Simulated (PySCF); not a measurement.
**Potential energy of RuN⁺ along the bond**

Set-up: PySCF, scalar-relativistic core potentials, basis sets Ru def2-TZVPPD with ECP28, N def2-TZVPPD. Energies in eV from Ru⁺ (4d7) + N in their ground configurations at the same level. State: ³Δ (triplet), unpaired electrons σ ↑, δ ↑.

All columns are PBE0. A positive dipole points towards N; it is taken about the centre of mass and depends on that origin.

```tsv
R (Å)	E (eV)	μ (D)	Mulliken charge on Ru (basis-dependent)	HOMO (eV)	LUMO (eV)	Mayer bond order	⟨S²⟩
1.353	-1.420	-1.10	1.07	-12.72	-11.45	2.83	2.01
1.416	-2.571	-1.44	1.09	-12.88	-11.29	2.85	2.01
1.479	-3.197	-1.73	1.10	-13.03	-11.12	2.87	2.02
1.526	-3.410	-1.92	1.10	-13.14	-10.98	2.88	2.03
1.573	-3.459	-2.07	1.08	-13.24	-10.85	2.86	2.05
1.620	-3.387	-2.18	1.07	-13.34	-10.70	2.82	2.11
1.683	-3.175	-2.29	1.04	-13.46	-10.49	2.66	2.28
1.762	-2.844	-2.37	1.02	-13.57	-10.30	2.33	2.63
1.856	-2.444	-2.47	1.00	-13.65	-10.30	1.98	3.00
1.982	-1.926	-2.59	1.00	-13.67	-10.32	1.66	3.36
```

A fit through these points gives, at Re = 1.566 Å, μ = -2.05 D and dμ/dR = -2.92 D/Å; the reduced mass is 12.31 u.

Q: How strong is the fundamental in the double-harmonic approximation, I = 42.26·(dμ/dR)²/μred km/mol?

A: I = 42.26·(-2.92)²/12.31 = 29.3 km/mol at PBE0.

The metal atom is held in its measured ground configuration; semilocal functionals can put another filling of s and d lower by some tenths of an eV, and De to that atom would be smaller. ⟨S²⟩ of the unrestricted solution departs from its pure value on part of the curve, where spin states mix. Spin–orbit coupling is left out, which matters for elements this heavy, above all for dissociation energies. For an ion De counts to the pair picked by the measured ionisation energies or electron affinities, which need not be the lowest pair at this level. The state is the lowest single determinant that the PBE0 search found; with open d or f shells the true ground state can be another one.
